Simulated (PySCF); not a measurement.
# Radial density of S+ (sulfur, charge +1)

M06-2X, [Ne] 3s2 3p3, high-spin 4S determinant. Calculation: PySCF 2.14, in def2-TZVP (5s5p2d1f, 37 functions); no relativity, point nucleus.

| r (bohr) | 4πr²ρ (e/bohr) | 4πr²(ρα − ρβ) |
| --- | --- | --- |
| 0.00184 | 0.1068 | 0.0000 |
| 0.00309 | 0.2914 | 0.0001 |
| 0.00520 | 0.7681 | 0.0002 |
| 0.00875 | 1.943 | 0.0006 |
| 0.0147 | 4.540 | 0.0014 |
| 0.0248 | 9.345 | 0.0035 |
| 0.0416 | 15.50 | 0.0108 |
| 0.0700 | 18.28 | 0.0407 |
| 0.118 | 14.07 | 0.1487 |
| 0.198 | 12.80 | 0.3594 |
| 0.333 | 17.71 | 0.3543 |
| 0.561 | 10.41 | -0.0158 |
| 0.943 | 2.959 | 0.8002 |
| 1.59 | 3.249 | 1.8726 |
| 2.67 | 0.9628 | 0.6479 |
| 4.49 | 0.03949 | 0.0309 |
| 7.55 | 6.662e-05 | 0.0001 |

**Question.** Where is the radial spin density 4πr²(ρα − ρβ) most negative, and why is it negative at all?

**Answer.** Around r = 0.561 bohr, down to -0.0158 e/bohr: exchange with the open shell polarises the paired shells in an unrestricted calculation.
